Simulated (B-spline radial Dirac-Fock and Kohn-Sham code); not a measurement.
# Run log: S

ΔSCF core binding energies without Breit or QED terms, calculated with a B-spline atomic structure program. Keys: rel is the Hamiltonian (dirac, or spin-free x2c and nr, where L3 and M5 stand for the whole 2p and 3d shells), method is hf or an exchange,correlation pair (spin-unpolarised, also for the hole states), nuc the nuclear model, radius_factor scales its radius, rmax is the box in bohr, h the logarithmic mesh step, order the B-spline order, points the quadrature points per cell, c_factor scales the speed of light, and damp, ndamp, maxit and tol steer the iteration. The run stops when the commutator error falls below 10·tol·max(1, Z/10), or the numerical noise floor, and the energy has settled to about 1e-8 Ha; the virial ratio is −V/T.

Input (task.json):

```json
{"items": [{"Z": 16, "q": 0, "cfg": [[1, 0, 2], [2, 0, 2], [2, 1, 6], [3, 0, 2], [3, 1, 4]], "A": 32, "rrms": 3.2611, "do": "settings", "holes": ["K", "L3", "M5"],
  "settings": [{"rel": "dirac", "method": "hf", "nuc": "fermi", "radius_factor": 1.0, "rmax": 45.0, "h": 0.3, "order": 4, "points": 10, "c_factor": 1.0, "maxit": 76, "damp": 0.5, "ndamp": 3, "tol": 1e-08}]}]}
```

Command: `python xray2_run.py task.json out`

Ground-state iterations:

```
iter   energy (Ha)        error
   1     -396.77174988  5.95e-01
   2     -398.33594244  1.03e-01
   3     -398.56231309  3.25e-02
   4     -398.59239750  1.33e-02
   5     -398.59684783  3.83e-03
   6     -398.59718856  2.03e-04
   7     -398.59719187  7.00e-05
   8     -398.59719200  9.75e-06
   9     -398.59719201  8.93e-07
  10     -398.59719201  9.33e-08
```

The ground state converged in 10 iterations, with total energy -398.59719 Ha, virial ratio 1.99438 and highest orbital energy -11.56 eV. ΔSCF binding energies: K (1s) 2482.4 eV. Holes are computed only in closed shells, and unreliable hole states are left out.

One setting is outside the advised range (spline order too low), but here it does no visible harm: the result matches the run with default settings.
